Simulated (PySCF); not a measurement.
H4N, SMILES [NH4+], charge +1.

Coordinates come from a r2SCAN-D4/def2-TZVPD optimisation.

These are SMD-ωB97X/def2-SVP in PySCF values and carry that method's errors.

Solvation free energies are E(SMD) − E(gas) at the gas-phase geometry, for 1 M in both phases.

**Question.** Rank water, N,N-dimethylformamide, n-hexane by solvation free energy, most negative first.

**Answer.** N,N-dimethylformamide (-82.0 kcal/mol), water (-81.7 kcal/mol), n-hexane (-39.3 kcal/mol)
